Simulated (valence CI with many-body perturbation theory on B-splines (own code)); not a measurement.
Energy levels of Tl⁷⁴⁺

Calculated by valence CI with perturbative core correlation (CI+MBPT): five valence electrons over a frozen Dirac-Fock core [He], radial functions for each j: 11 s, 11 p, 10 d, 8 f, 5 g, 2 h, with the one-electron correlation potential Σ1 (screened to all orders), the two-electron term Σ2, the three-electron term Σ3, Breit, model QED; selected single and double excitations, second order for the rest, scaled by the run's own slope (own B-spline code, finite nucleus).

The last digits are not significant, and no measured levels were compared; by estimate large intervals hold to a few tenths of a per cent, small ones and those within an open d or f shell to about a per cent. Among the levels kept, up to 7600 cm⁻¹ of a level comes from second order outside the variational space, and about a tenth of that is noise between levels of different J, which matters for small intervals.

Levels 1 to 45 of 202, with energies above the lowest level, (2s^2 2p1/2^2 2p3/2) J=3/2. "Leading %" is the weight of the configuration and term that name the level; weights of strongly mixed levels are sums over their largest components and can fall short. In the jj column 3d3/2^4 stands for four electrons in 3d with j = 3/2. Lifetimes count E1, E2, E3, M1 and M2 decay at the calculated energies, and are blank where another channel may lead or the interval is too uncertain; long ones can be off by a factor of two.

```
No.  Configuration  Term    J  E (eV)  Leading %      g                      Leading jj  Lifetime
  1         2s²2p³   ²P°  3/2       0         49  1.301      2s^2 2p1/2^2 2p3/2 (100 %)          
  2         2s²2p³   ⁴S°  3/2    2125         56  1.427      2s^2 2p1/2 2p3/2^2 (100 %)   11.4 ps
  3         2s²2p³   ²D°  5/2    2148        100  1.153      2s^2 2p1/2 2p3/2^2 (100 %)   65.8 ps
  4         2s²2p³   ²P°  1/2    2210        100  0.604      2s^2 2p1/2 2p3/2^2 (100 %)   21.0 ps
  5          2s2p⁴    ⁴P  5/2    2527         69  1.430      2s 2p1/2^2 2p3/2^2 (100 %)    137 fs
  6          2s2p⁴    ²S  1/2    2648         65  1.972      2s 2p1/2^2 2p3/2^2 (100 %)   38.8 fs
  7          2s2p⁴    ²P  3/2    2649         53  1.161      2s 2p1/2^2 2p3/2^2 (100 %)   20.6 fs
  8         2s²2p³   ²P°  3/2    4341         51  1.281             2s^2 2p3/2^3 (99 %)   3.44 ps
  9          2s2p⁴    ⁴P  3/2    4685         86  1.583        2s 2p1/2 2p3/2^3 (100 %)   42.1 fs
 10          2s2p⁴    ²D  5/2    4727         69  1.275        2s 2p1/2 2p3/2^3 (100 %)   42.3 fs
 11          2s2p⁴    ²P  1/2    4805         65  1.329        2s 2p1/2 2p3/2^3 (100 %)   17.0 fs
 12          2s2p⁴    ²D  3/2    4812         56  0.993        2s 2p1/2 2p3/2^3 (100 %)   17.2 fs
 13            2p⁵   ²P°  3/2    5255         99  1.291          2p1/2^2 2p3/2^3 (99 %)   14.1 fs
 14          2s2p⁴    ⁴P  1/2    6952         41  1.887              2s 2p3/2^4 (100 %)   20.2 fs
 15            2p⁵   ²P°  1/2    7414        100  0.604           2p1/2 2p3/2^4 (100 %)   10.5 fs
 16       2s²2p²3s    ⁴P  1/2   10552         46  1.983         2s^2 2p1/2^2 3s (100 %)   2.79 fs
 17       2s²2p²3p   ²P°  1/2   10674         47  0.640      2s^2 2p1/2^2 3p1/2 (100 %)    198 fs
 18       2s²2p²3p   ²P°  3/2   11318         36  1.317      2s^2 2p1/2^2 3p3/2 (100 %)    154 fs
 19       2s²2p²3d    ²D  3/2   11418         43  0.779      2s^2 2p1/2^2 3d3/2 (100 %)   2.65 fs
 20       2s²2p²3d    ²D  5/2   11588         37  1.184      2s^2 2p1/2^2 3d5/2 (100 %)    469 as
 21       2s²2p²3s    ⁴P  3/2   12698         88  1.646     2s^2 2p1/2 2p3/2 3s (100 %)   4.42 fs
 22       2s²2p²3s    ²P  1/2   12710         67  1.287     2s^2 2p1/2 2p3/2 3s (100 %)   2.01 fs
 23       2s²2p²3s    ²D  5/2   12718         65  1.295     2s^2 2p1/2 2p3/2 3s (100 %)   3.95 fs
 24       2s²2p²3s    ²D  3/2   12726         64  0.940     2s^2 2p1/2 2p3/2 3s (100 %)   2.13 fs
 25       2s²2p²3p   ⁴P°  1/2   12819         49  1.725  2s^2 2p1/2 2p3/2 3p1/2 (100 %)    316 fs
 26       2s²2p²3p   ⁴D°  3/2   12825         55  1.116  2s^2 2p1/2 2p3/2 3p1/2 (100 %)    265 fs
 27       2s²2p²3p   ²F°  5/2   12838         50  1.030  2s^2 2p1/2 2p3/2 3p1/2 (100 %)    208 fs
 28       2s²2p²3p   ²P°  3/2   12888         43  1.292   2s^2 2p1/2 2p3/2 3p1/2 (99 %)    138 fs
 29        2s2p³3s   ⁴P°  5/2   13054         49  1.574      2s 2p1/2^2 2p3/2 3s (99 %)   5.50 fs
 30        2s2p³3s   ²P°  3/2   13087         35  1.407      2s 2p1/2^2 2p3/2 3s (99 %)   2.36 fs
 31        2s2p³3s   ²P°  1/2   13163         43  0.823      2s 2p1/2^2 2p3/2 3s (99 %)   2.18 fs
 32        2s2p³3s   ²P°  3/2   13174         39  1.365      2s 2p1/2^2 2p3/2 3s (99 %)   4.66 fs
 33        2s2p³3p    ⁴P  3/2   13187         30  1.641  2s 2p1/2^2 2p3/2 3p1/2 (100 %)   3.36 fs
 34        2s2p³3p    ²D  5/2   13187         27  1.311  2s 2p1/2^2 2p3/2 3p1/2 (100 %)   1.31 fs
 35        2s2p³3p    ²P  1/2   13285         36  1.258  2s 2p1/2^2 2p3/2 3p1/2 (100 %)   1.24 fs
 36        2s2p³3p    ²D  3/2   13286         36  0.955  2s 2p1/2^2 2p3/2 3p1/2 (100 %)   1.88 fs
 37       2s²2p²3p   ⁴D°  5/2   13452         52  1.400  2s^2 2p1/2 2p3/2 3p3/2 (100 %)    138 fs
 38       2s²2p²3p   ²P°  1/2   13456         37  1.548  2s^2 2p1/2 2p3/2 3p3/2 (100 %)    106 fs
 39       2s²2p²3p   ²D°  3/2   13462         53  1.109  2s^2 2p1/2 2p3/2 3p3/2 (100 %)    120 fs
 40       2s²2p²3p   ²F°  7/2   13468         65  1.206  2s^2 2p1/2 2p3/2 3p3/2 (100 %)    125 fs
 41       2s²2p²3p   ⁴S°  3/2   13492         33  1.408   2s^2 2p1/2 2p3/2 3p3/2 (99 %)    158 fs
 42       2s²2p²3p   ²D°  5/2   13501         67  1.166  2s^2 2p1/2 2p3/2 3p3/2 (100 %)    127 fs
 43       2s²2p²3p   ²P°  1/2   13527         87  0.613  2s^2 2p1/2 2p3/2 3p3/2 (100 %)   83.5 fs
 44       2s²2p²3d    ⁴F  3/2   13568         43  0.916  2s^2 2p1/2 2p3/2 3d3/2 (100 %)   1.33 fs
 45       2s²2p²3d    ⁴F  5/2   13568         52  0.947  2s^2 2p1/2 2p3/2 3d3/2 (100 %)   3.62 fs
```

The ionisation energy to 2s²2p² ³P0 of the next ion comes out as 20215 eV (NIST: 20210 ± 90 eV (theoretical)). All 202 levels together are meant to be complete up to 16554 eV.
